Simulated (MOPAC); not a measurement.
Job for MOPAC: PM7 on I2+, 2S+1 = 2, a spin state set in the input, which need not be the lowest, a point of a bond scan (R = 2.515 Å). Charge +1.

```
PM7 1SCF PRECISE CHARGE=1 UHF MS=0.5 THREADS=1
I2

I      0.00000000 1     0.00000000 1     0.00000000 1
I      0.00000000 1     0.00000000 1     2.51455600 1
```

Output:

```
*******************************************************************************
 **                                                                           **
 **                              MOPAC v23.2.5                                **
 **                                                                           **
 *******************************************************************************
 ** MOPAC's Digital Object Identifier: https://doi.org/10.5281/zenodo.6511958 **
 **                                                                           **
 ** Please cite the open-source release paper for use of this MOPAC version:  **
 ** J. E. Moussa and J. J. P. Stewart (2026)                                  **
 ** MOPAC: An open-source semiempirical molecular orbital program             **
 ** J. Open Source Softw., 11(119), 8025, https://doi.org/10.21105/joss.08025 **
 *******************************************************************************

                              PM7 CALCULATION RESULTS

 *******************************************************************************
 *  PM7        - The PM7 Hamiltonian to be used
 *  UHF        - UNRESTRICTED HARTREE-FOCK CALCULATION
 *
 *
 *
 *                 CHARGE ON SYSTEM = +1
 *
 *
 *
 *  MS=        - IN MECI, MAGNETIC COMPONENT OF SPIN =  0.5
 *  PRECISE    - TIGHTER CRITERIA TO BE USED
 *  1SCF       - DO 1 SCF AND THEN STOP
 *  THREADS=1  - MULTI-THREADING NOT USED
 *  T=         - A TIME OF 172800.0 SECONDS REQUESTED
 *  DUMP=N     - RESTART FILE WRITTEN EVERY 7200.0 SECONDS REQUESTED
 *******************************************************************************
PM7 1SCF PRECISE CHARGE=1 UHF MS=0.5 THREADS=1
 I2

   ATOM   CHEMICAL          X               Y               Z
  NUMBER   SYMBOL      (ANGSTROMS)     (ANGSTROMS)     (ANGSTROMS)

     1       I          0.00000000  *   0.00000000  *   0.00000000  *
     2       I          0.00000000  *   0.00000000  *   2.51455600  *



          CARTESIAN COORDINATES

    NO.       ATOM           X           Y           Z

     1         I          0.0000      0.0000      0.0000
     2         I          0.0000      0.0000      2.5146

 General Reference for PM7:
 "Optimization of Parameters for Semiempirical Methods VI: More Modifications to the
 NDDO Approximations and Re-optimization of Parameters", J. J. P. Stewart, J. Mol. Mod., 1:32, 19 (2013)
 https://link.springer.com/article/10.1007/s00894-012-1667-x

           Empirical Formula: I2  =     2 atoms



      MOLECULAR POINT GROUP   :   D*h


          UHF CALCULATION, NO. OF ALPHA ELECTRONS =    7
                           NO. OF BETA  ELECTRONS =    6

 -------------------------------------------------------------------------------
 PM7 1SCF PRECISE CHARGE=1 UHF MS=0.5 THREADS=1
 I2



     1SCF WAS SPECIFIED, SO BFGS WAS NOT USED
     SCF FIELD WAS ACHIEVED


                              PM7 CALCULATION
                                                       MOPAC v23.2.5 Linux




          FINAL HEAT OF FORMATION =        220.56905 KCAL/MOL =     922.86092 KJ/MOL


          COSMO AREA              =        103.30 SQUARE ANGSTROMS
          COSMO VOLUME            =         91.45 CUBIC ANGSTROMS

          IONIZATION POTENTIAL    =         13.861466 EV
          ALPHA SOMO LUMO (EV)    =        -13.861 -5.868
          BETA  SOMO LUMO (EV)    =        -13.905 -8.826
          NO. OF ALPHA ELECTRONS  =          7
          NO. OF BETA  ELECTRONS  =          6
          MOLECULAR WEIGHT        =        253.8090         POINT GROUP:  D*h

          MOLECULAR DIMENSIONS (Angstroms)

            Atom       Atom       Distance
            I     2    I     1     2.51456
            I     2    I     1     0.00000
            I     1    I     2     0.00000


          SCF CALCULATIONS        =          1





   ATOM   CHEMICAL          X               Y               Z
  NUMBER   SYMBOL      (ANGSTROMS)     (ANGSTROMS)     (ANGSTROMS)

     1       I          0.00000000  *   0.00000000  *   0.00000000  *
     2       I          0.00000000  *   0.00000000  *   2.51455600  *

                             CARTESIAN COORDINATES

   1    I        0.000000000     0.000000000     0.000000000
   2    I        0.000000000     0.000000000     2.514556000


           Empirical Formula: I2  =     2 atoms



      MOLECULAR POINT GROUP   :   D*h


          ALPHA EIGENVALUES
 -32.14456 -27.74469 -16.44856 -15.78248 -15.67597 -13.97011 -13.86147  -5.86786
 105.26094 106.20840 108.30554 108.51747 110.16544 112.05246 112.91094 113.18707
 115.04529 115.98897


           BETA EIGENVALUES
 -31.21911 -26.24878 -16.35172 -15.72541 -15.01651 -13.90465  -8.82553  -5.80130
 106.41196 106.86335 110.03548 110.19873 110.93307 112.87168 114.77997 114.84803
 116.20126 117.00357


              NET ATOMIC CHARGES AND DIPOLE CONTRIBUTIONS

  ATOM NO.   TYPE          CHARGE      No. of ELECS.   s-Pop       p-Pop       d-Pop
    1          I           0.500000        6.5000     1.95304     4.53480     0.01215
    2          I           0.500000        6.5000     1.95304     4.53480     0.01215
 DIPOLE           X         Y         Z       TOTAL
 POINT-CHG.     0.000     0.000     0.000     0.000
 HYBRID        -0.000    -0.000    -0.000     0.000
 SUM           -0.000    -0.000     0.000     0.000


          ATOMIC ORBITAL ELECTRON POPULATIONS

     Atom    s        px        py        pz      x^2-y^2     xz        z^2       yz        xy
    1  I   1.95304   1.99853   1.49849   1.03778   0.00010   0.00147   0.00907   0.00151   0.00000
    2  I   1.95304   1.99853   1.49849   1.03778   0.00010   0.00147   0.00907   0.00151   0.00000


                    (SZ)    =    0.500000
                    (S**2)  =    0.751160


          ATOMIC ORBITAL SPIN POPULATIONS

    Atom   Total    s     px     py     pz   x^2-y^2  xz     z^2    yz     xy
         Atomic
    1  I  0.5000  0.005 -0.000  0.500 -0.005 -0.000  0.000  0.000 -0.000 -0.000
    2  I  0.5000  0.005 -0.000  0.500 -0.005 -0.000  0.000  0.000 -0.000 -0.000

 **********************
 *                    *
 * JOB ENDED NORMALLY *
 *                    *
 **********************




 == MOPAC DONE ==
```

The run finished.

Cost: roughly 0.03 core-seconds.
